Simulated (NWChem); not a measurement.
Molecule: InN₂H₄Cl; SMILES [NH2][In]([NH2])[Cl]

```xyz
8

In    -0.0350    -0.3258     0.0000
Cl     0.0288     2.0328     0.0000
N      0.1213    -1.1819     1.8264
H     -0.1843    -0.5915     2.5961
H     -0.2934    -2.1036     1.9362
N      0.1213    -1.1819    -1.8264
H     -0.2934    -2.1036    -1.9362
H     -0.1843    -0.5915    -2.5961
```
Atoms are numbered in this order, from 1.

Level: PBE0/def2-SVP with def2 effective core potentials on In (NWChem), optimised geometry, unscaled harmonic frequencies. def2 effective core potentials on In; no spin-orbit coupling.

```csv
frequency (cm⁻¹),IR intensity (km/mol)
107,5.7
116,5.2
135,6.2
189,1.3
255,40.4
362,40.6
413,96.3
441,216.1
606,39.3
637,32.6
768,11.2
820,72.0
1519,9.0
1531,15.9
3572,36.0
3573,5.1
3680,9.8
3680,36.2
```

| Property | Result |
|---|---|
| zero-point energy | 32.0 kcal/mol |
| thermal correction to the enthalpy at 298.15 K (with zero-point energy) | 37.2 kcal/mol |
| heat capacity Cv | 23.2 cal/(mol K) |
| entropy at 298.15 K and 1 atm (symmetry number 1) | 86.2 cal/(mol K) |

Rigid rotor and harmonic oscillator.
